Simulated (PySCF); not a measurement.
## How methods differ on the ionisation energy of Cr(21+)

Cr(21+) [He] 2s1 (2S) → Cr(22+) 1s2 (1S), as a difference of total energies. All numbers are calculated (PySCF 2.14, no relativity, point nucleus, in an uncontracted even-tempered set (17 s from 4.6 bohr⁻², ratio 2.2; 8 p from 7.2 bohr⁻², ratio 2.4; 6 d from 22 bohr⁻², ratio 2.4; 5 f from 33 bohr⁻², ratio 2.4; 4 g from 49 bohr⁻², ratio 2.4)). Correlated levels: nothing frozen; virtual orbitals above 40 to 60 times the deepest correlated orbital energy dropped. The calculations carry no spin-orbit coupling.

| method | ionisation energy (eV) | difference from reference (eV) |
| --- | --- | --- |
| UHF | 1706.1 | -15.1 |
| LDA | 1703.8 | -17.4 |
| PBE | 1708.2 | -13.0 |
| PBE0 | 1707.7 | -13.5 |
| r2SCAN | 1705.0 | -16.2 |
| M06-L | 1703.0 | -18.2 |
| B97-3 | 1706.4 | -14.8 |
| MP2 (all electrons) | 1706.3 | -14.9 |
| SCS-MP2 (all electrons) | 1706.2 | -15.0 |

Reference: 1721.2 eV (theoretical estimate listed by NIST; NIST Atomic Spectra Database, ionization energies).

These non-relativistic numbers lack the scalar-relativistic shift.
